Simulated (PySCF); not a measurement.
**Spinor energies of Sr¹⁵⁺ (strontium, charge +15)**

Start: [Ar] 3d5; 3d3/2 filled at m_j = -3/2, -1/2, +1/2, +3/2; 3d5/2 filled at m_j = +5/2. Calculated with PySCF 2.14 in an even-tempered Gaussian basis (17 s from 1.3 bohr⁻², ratio 2.8; 12 p from 1.7 bohr⁻², ratio 2.8; 8 d from 1.7 bohr⁻², ratio 2.8; 4 f from 6.9 bohr⁻², ratio 3): generalised Hartree-Fock with the X2C-1e Hamiltonian and a Gaussian nucleus; one run each with spin-orbit coupling (SO) switched off, then screened by Boettger's factors.

```tsv
spinor shell	electrons	ε, spin-free (eV)	ε, screened SO (eV)	weight of nominal j (screened SO)	rms radius, screened SO (bohr)
1s1/2	2	-16655.7	-16655.1	1.000	0.0451
2s1/2	2	-2715.2	-2715.0	1.000	0.186
2p1/2	2	-2458.5	-2507.0	0.990	0.163
2p3/2	4	-2458.5	-2435.3	0.995	0.167
3s1/2	2	-774.02	-773.96	1.000	0.497
3p1/2	2	-685.77	-704.16	0.718	0.491
3p3/2	4	-685.77	-676.78	0.859	0.500
3d3/2	4	-566.84	-567.06	0.570	0.466
3d5/2	1	-566.84	-565.76	1.000	0.467
```

```csv
quantity,spin-free,screened SO
E (hartree),-3071.43286,-3071.69334
M_J,5/2,5/2
⟨J²⟩,8.751,8.751
⟨L²⟩,0.000,0.053
⟨S²⟩,8.751,8.633
```

Each row is a mean over spinors that exchange with the open shell spreads, by up to 28.601 eV (3p3/2).

Rows whose weight is well below 1 are mixtures of j = l ± 1/2: exchange outweighs spin-orbit coupling there, and the label is only the starting occupation.

Breit and QED terms are absent; they matter most for the inner s and p1/2 levels.

Densities and radii are taken from the X2C orbitals without a picture-change correction, which distorts them close to the nucleus.

Without spin-orbit coupling the j labels of p, d and f shells carry no meaning; the spin-free column gives the mean over the occupied spinors of each nl shell.
